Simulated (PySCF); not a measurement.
This script is equivalent to a calculation on C²⁺ (carbon, charge +2).

```python
from pyscf import gto, scf, dft, mp, cc
import basis_set_exchange as bse
mol = gto.M(atom="C 0 0 0", charge=2, spin=0, symmetry="D2h",
            basis=gto.basis.parse(bse.get_basis("def2-SVP", elements=["C"], fmt="nwchem", header=False)))
mf = scf.UHF(mol)
mf.irrep_nelec = {'Ag': (2, 2)}
mf.kernel()
```

(1) What total energy does it give?

(2) Which occupied shell lies highest, and where?

Answers

(1) -36.35086 hartree (calculated).

(2) 2s, at -45.678 eV.
